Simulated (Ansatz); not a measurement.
Start from `[AlH2][Cl]` and change one element to get `[AlH2][I]`.

Ansatz, PBE0-D4/def2-TZVP geometries, multiplicity 1. 

Elements past krypton have def2 core potentials.

```
                                      property  `[AlH2][Cl]`
         HOMO–LUMO gap (B3LYP/def2-TZVPP) / eV          6.51
size of the dipole moment (PBE/def2-TZVPP) / D          1.12
         LUMO energy (ωB97M-V/def2-TZVPP) / eV          0.00
            HOMO energy (PBE0/def2-TZVPP) / eV         -8.58
          HOMO–LUMO gap (PBE0/def2-TZVPP) / eV          6.94
zero-point energy (PBE0-D4/def2-TZVP) / kJ/mol          38.0
```

**Question.** What does the change do to each property? (Estimate.)

**Answer.** Ansatz gave: 
```
                                      property  `[AlH2][I]`  shift
         HOMO–LUMO gap (B3LYP/def2-TZVPP) / eV         5.36  -1.15
size of the dipole moment (PBE/def2-TZVPP) / D         0.83  -0.29
         LUMO energy (ωB97M-V/def2-TZVPP) / eV        -0.25  -0.25
            HOMO energy (PBE0/def2-TZVPP) / eV        -7.68   0.90
          HOMO–LUMO gap (PBE0/def2-TZVPP) / eV         5.79  -1.15
zero-point energy (PBE0-D4/def2-TZVP) / kJ/mol         36.3   -1.7
```

With PBE0 the HOMO rises by 0.90 eV and the LUMO falls by 0.24 eV, so the gap narrows by about 1.14 eV. PBE moves the HOMO by 0.71 eV and ωB97M-V by 0.99 eV. Dipoles are sizes alone; their direction can turn.

B3LYP here is the variant with VWN-RPA as its local correlation; programs differ in this.

Spin–orbit coupling is left out; it splits and shifts lone-pair levels of the heavy atoms by tenths of an eV.
